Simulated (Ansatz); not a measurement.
C2V, SMILES [V]1[C][C]1 (connectivity only; charge and spin as stated), neutral, multiplicity 4.

Geometry: B3LYP-D3(BJ)/def2-TZVP. The spin state was assumed, not searched.

Two levels are set side by side: PBE/def2-TZVPD (Ansatz, a quantum-chemistry and plane-wave program) and PBE0/def2-TZVPD (Ansatz). Energy differences of separate SCF runs at the same geometry; the states with an electron removed or added have multiplicity 5 and 5. Differences are taken from unrounded values.

| quantity | PBE0 |
|---|---|
| vertical ionisation energy (eV) | 8.73 |
| vertical electron affinity (eV) | 1.33 |

Question: What does PBE give, and how far is it from PBE0? (The exact figures need the calculation; the answer reports its results.)

Answer: 
```csv
quantity,PBE,PBE minus PBE0
vertical ionisation energy (eV),9.02,0.30
vertical electron affinity (eV),1.22,-0.11
```
